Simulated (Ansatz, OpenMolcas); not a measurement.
**CH6O2Si (SMILES C[SiH](O)O): the vertical ionisation energy, rung by rung**

The species is CH6O2Si (10 atoms), meant as a singlet with charge 0. As SMILES, `C[SiH](O)O`. The coordinates come from a PBE0-D4/def2-TZVP relaxation. This is one conformer, not always the lowest.

Each level gives the vertical ionisation energy (to the doublet cation) (eV). The values are calculated.

| level | kind | program | value (eV) |
| --- | --- | --- | --- |
| BLYP/cc-pVDZ | GGA | Ansatz | 9.86 |
| M06-L/cc-pVDZ | meta-GGA | OpenMolcas | 10.26 |
| r2SCAN0/cc-pVDZ | hybrid meta-GGA | Ansatz | 10.70 |
| wB97M-V/cc-pVDZ | range-separated hybrid | Ansatz | 10.79 |
| wB97X/cc-pVDZ | range-separated hybrid | Ansatz | 10.87 |
| PBE-QIDH/cc-pVDZ | double hybrid | Ansatz | 11.03 |
| RPA@PBE/cc-pVDZ | RPA | Ansatz | 10.32 |
| MP2/cc-pVDZ | perturbation theory | Ansatz | 11.75 |
| CCSD/cc-pVDZ | coupled cluster or CI | Ansatz | 11.02 |

The values span 9.86 to 11.75 eV.
